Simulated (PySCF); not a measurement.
CH₂F₂O₂Si, SMILES O=C(O)[SiH](F)F. Atoms are numbered in the order given.

```xyz
8

O      1.4999     1.1096     0.5185
C      1.0961     0.1559    -0.0964
O      1.8875    -0.6471    -0.8343
Si    -0.7469    -0.3706    -0.1223
F     -1.5864     0.8846    -0.6863
F     -1.1875    -0.6147     1.4089
H      2.8010    -0.3071    -0.7650
H     -1.0546    -1.5693    -0.9216
```

Geometry: B3LYP-D3(BJ)/def2-SVP. This is a generated structure with no PubChem entry under its InChIKey; it may be hypothetical. Other conformers were not sampled.

Two levels are set side by side: PBE/pcSseg-1 (PySCF) and HF/pcSseg-1 (PySCF). GIAO shifts against CFCl3 (¹⁹F), H2O (¹⁷O), TMS (²⁹Si), TMS (¹H), TMS (¹³C) at the same level; non-relativistic, no solvent, atoms listed together averaged. Differences are taken from unrounded values.

```json
[
 {"quantity": "δ(¹⁷O) of O1 (ppm)", "HF": "518.8", "PBE": "493.3", "PBE minus HF": "-25.5"},
 {"quantity": "δ(¹³C) of C2 (ppm)", "HF": "185.6", "PBE": "174.6", "PBE minus HF": "-11.0"},
 {"quantity": "δ(¹⁷O) of O3 (ppm)", "HF": "203.6", "PBE": "254.5", "PBE minus HF": "50.9"},
 {"quantity": "δ(²⁹Si) of Si4 (ppm)", "HF": "-52.2", "PBE": "-38.8", "PBE minus HF": "13.4"},
 {"quantity": "δ(¹⁹F) of F5, F6 (ppm)", "HF": "-129.3", "PBE": "-176.9", "PBE minus HF": "-47.6"},
 {"quantity": "δ(¹H) of H7 (ppm)", "HF": "7.07", "PBE": "6.67", "PBE minus HF": "-0.40"},
 {"quantity": "δ(¹H) of H8 (ppm)", "HF": "4.78", "PBE": "5.52", "PBE minus HF": "0.74"}
]
```

Rough cost on one machine, each run with all the roots and properties that it gave: HF against PBE within a factor of 2.
